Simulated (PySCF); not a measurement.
**UHF on Zr+ (zirconium, charge +1)**

Configuration: [Kr] 4d1 5s1 6s1, high-spin 4D determinant (an excited configuration). Calculation: PySCF 2.14, in aug-cc-pVTZ-PP with ECP28MDF (6s6p5d3f2g, 88 functions); a scalar-relativistic core potential.

```json
{
 "Total energy": "-45.787278 hartree",
 "One-electron energy": "-72.0846 hartree",
 "Hartree (Coulomb) energy": "31.2397 hartree",
 "Exchange energy": "-4.9424 hartree",
 "⟨S²⟩": "3.7531",
 "⟨L²⟩": "6.047",
 "Sum of ⟨r⟩": "23.38 bohr",
 "Sum of ⟨r²⟩": "96.63 bohr²",
 "Traceless quadrupole moment −½Σ⟨3z² − r²⟩ along its main axis": "-1.47 e·bohr²"
}
```

```json
{"shell": "4s α", "electrons": "1", "mean orbital energy (hartree)": "-3.03635", "spread (hartree)": "0", "rms radius, mean of both spins (bohr)": "1.30"}
{"shell": "4s β", "electrons": "1", "mean orbital energy (hartree)": "-2.97477", "spread (hartree)": "0", "rms radius, mean of both spins (bohr)": "1.30"}
{"shell": "4p α", "electrons": "3", "mean orbital energy (hartree)": "-2.01695", "spread (hartree)": "0.03532", "rms radius, mean of both spins (bohr)": "1.45"}
{"shell": "4p β", "electrons": "3", "mean orbital energy (hartree)": "-1.94710", "spread (hartree)": "0.04985", "rms radius, mean of both spins (bohr)": "1.45"}
{"shell": "4d α", "electrons": "1", "mean orbital energy (hartree)": "-0.77858", "spread (hartree)": "0", "rms radius, mean of both spins (bohr)": "2.09"}
{"shell": "5s α", "electrons": "1", "mean orbital energy (hartree)": "-0.59958", "spread (hartree)": "0", "rms radius, mean of both spins (bohr)": "3.36"}
{"shell": "6s α", "electrons": "1", "mean orbital energy (hartree)": "-0.20853", "spread (hartree)": "0", "rms radius, mean of both spins (bohr)": "8.06"}
```

Energies and moments cover only the electrons outside the core potential. The outer electron is Rydberg-like, and this basis confines it to a smaller radius and binds it less than a complete one would.
